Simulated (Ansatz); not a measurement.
A nudged elastic band was laid between two geometries of Cl2GaHO + H4Si (10 atoms, charge 0, multiplicity 1).

All numbers below come from RKS BLYP-D4/def2-SVP (Ansatz 0.2.0).

```yaml
movable_images: 7
climbing_image: yes
spring: 5.0 eV/Å²
optimiser: quadratic models (default)
start_path: through a guess of the saddle point
force_threshold: 0.03 eV/Å
iteration_limit: 60
end_points: relaxed
```

Image 0:

```xyz
10
Properties=species:S:1:pos:R:3
Ga -0.021 -0.278 0.328
O -0.211 -1.273 1.816
H -1.151 -1.334 2.081
Cl 1.956 -0.166 -0.550
Cl -1.747 0.410 -0.805
Si 0.634 2.963 1.036
H 2.003 3.183 1.592
H 0.622 3.042 -0.452
H -0.358 3.910 1.636
H 0.202 1.571 1.458
```

Image 8:

```xyz
10
Properties=species:S:1:pos:R:3
Ga 0.235 0.628 0.031
O -0.042 -0.439 1.925
H -0.955 -0.763 1.731
Cl 1.752 -0.646 -0.915
Cl -1.853 -0.016 -0.474
Si 0.660 2.917 0.669
H 1.724 2.960 1.731
H 1.121 3.721 -0.510
H -0.587 3.538 1.232
H -0.127 0.128 2.720
```

Question: Which bonds break or form, and what moves?

Answer: Bonds broken: Si6–H10. Bonds formed: Ga1–Si6, O2–H10. Cl2GaHO + H4Si becomes Cl2GaH5OSi.

Question: What energy profile does the band end with?

Answer: The run converged. The highest image is number 4 of 0 to 8, 116.9 kJ/mol above the first end and 149.0 kJ/mol above the last; the last end lies 32.1 kJ/mol below the first. A vibrational analysis at the climbing image gives one clearly imaginary mode, 1181i cm⁻¹: a first-order saddle point. The orbitals stay closed-shell, which can raise the energy where a bond breaks towards radicals; this wasn't checked here.

```
image  path coordinate (Å)  energy (kJ/mol)  Si6–H10 (Å)  Ga1–Si6 (Å)  O2–H10 (Å)
    0                 0.00              0.0         1.52         3.38        2.90
    1                 0.53              1.2         1.52         3.37        2.73
    2                 1.06              8.6         1.51         3.29        2.41
    3                 1.59             47.2         1.55         3.00        1.92
    4                 2.12            116.9         1.84         2.71        1.37
    5                 2.72             29.6         2.35         2.49        1.01
    6                 3.32            -16.1         2.83         2.42        0.98
    7                 3.92            -31.1         3.31         2.41        0.98
    8                 4.52            -32.1         3.55         2.41        0.98
```

Question: What is the geometry of the highest image?

Answer: 
```xyz
10
Properties=species:S:1:pos:R:3
Ga 0.129 0.187 0.029
O -0.021 -0.381 1.889
H -0.942 -0.599 2.154
Cl 1.956 -0.454 -0.946
Cl -1.788 0.228 -1.001
Si 0.541 2.643 1.098
H 1.821 2.947 1.816
H 0.689 3.078 -0.335
H -0.605 3.410 1.689
H 0.149 0.970 1.747
```

Question: What are the harmonic wavenumbers there?

Answer: 1181i, 52, 97, 102, 122, 136, 198, 305, 351, 366, 397, 433, 473, 546, 721, 837, 899, 911, 1062, 1387, 2138, 2160, 2178, 3608 cm⁻¹.

The band took 12 iterations and of the order of 9 core-minutes.

Time of the run: 2.5 min on 4 threads of Arm Neoverse V1 (shared host), peak memory 0.2 GiB.
